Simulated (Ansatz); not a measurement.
The cluster Cs₃H₄, relaxed as a doublet with UKS r2SCAN-D4/def2-TZVP in Ansatz, starting from the GFN1-xTB geometry. Force threshold 0.02 eV/Å.

In the def2 sets Cs takes a core potential; there is no spin–orbit coupling. In the doublet, H4 and H6 lie 0.75 Å apart (atoms count from 1), so H2 has formed as a molecule. The relaxation made no stability test and no search for a lower SCF solution. The structure comes from a short search, and lower isomers may exist.

Start:

```tsv
atom	x (Å)	y (Å)	z (Å)
Cs1	-4.249	-1.477	0.254
Cs2	3.724	-1.212	-2.227
Cs3	0.074	-0.466	0.189
H4	-0.924	2.155	1.436
H5	-0.573	2.152	-1.610
H6	1.443	2.232	0.700
H7	0.504	-3.384	1.258
```

Estimate the energy that the relaxation releases and the steps that it takes.

148.2 kcal/mol, in 38 steps; 2.1 min on 4 threads of AMD EPYC 7B13 on a shared host. The force fell under the threshold at step 25, but the optimiser went on and released 0.053 eV more. No frequencies were taken in this run, so the end may be a saddle point.

Does the start keep its bonding?

Bonds lost: Cs3–H4 (atoms count from 1). Bonds formed: Cs1–H5, Cs1–H7, Cs2–H5, Cs2–H7 (atoms count from 1). Metal–metal contacts that move far: Cs1–Cs2 8.35 to 4.42 Å.

Predict the relaxed structure.


```tsv
atom	x (Å)	y (Å)	z (Å)
Cs1	-2.448	-1.123	-0.654
Cs2	1.758	-1.322	-2.013
Cs3	0.730	-0.662	1.892
H4	0.085	2.871	1.185
H5	-0.087	0.443	-0.771
H6	0.031	2.374	0.623
H7	-0.069	-2.581	-0.263
```
Bond lengths (bridged metal pairs left out): 6 × Cs–H 2.82 to 3.00 Å.
